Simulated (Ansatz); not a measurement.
Reaction (SMILES): BO (H3BO) -> B[O-] + H+
Each molecule is optimised on its own at B3LYP-D3(BJ)/def2-TZVP (Ansatz, an electronic-structure program), one conformer each, not searched for the lowest. Frequencies are from Ansatz.

Property: gas-phase deprotonation energy (0 K, with B3LYP-D3(BJ) harmonic zero-point energies), in kJ/mol. Valence correlation only, unless marked. Spin-orbit coupling is left out. Non-relativistic. Anions need diffuse functions: aug- sets have them; def2-D sets add few; the other sets have none. CBS(X,Y): correlation extrapolated as X^-3; Hartree-Fock from the larger set.

```json
[
 {"level": "B97M-V/def2-TZVPD", "program": "Ansatz", "gas-phase deprotonation energy (kJ/mol)": "1484.0"},
 {"level": "wB97M-V/def2-TZVPD", "program": "Ansatz", "gas-phase deprotonation energy (kJ/mol)": "…"},
 {"level": "SCS-MP2/def2-QZVPP", "program": "Ansatz", "gas-phase deprotonation energy (kJ/mol)": "1502.1"},
 {"level": "CCSD(T)/CBS(aug-cc-pVTZ,aug-cc-pVQZ)", "program": "Ansatz", "gas-phase deprotonation energy (kJ/mol)": "…"}
]
```

**Question.** Fill in the missing entries.

**Answer.** 
- wB97M-V/def2-TZVPD, gas-phase deprotonation energy (kJ/mol): 1480.2
- CCSD(T)/CBS(aug-cc-pVTZ,aug-cc-pVQZ), gas-phase deprotonation energy (kJ/mol): 1495.5
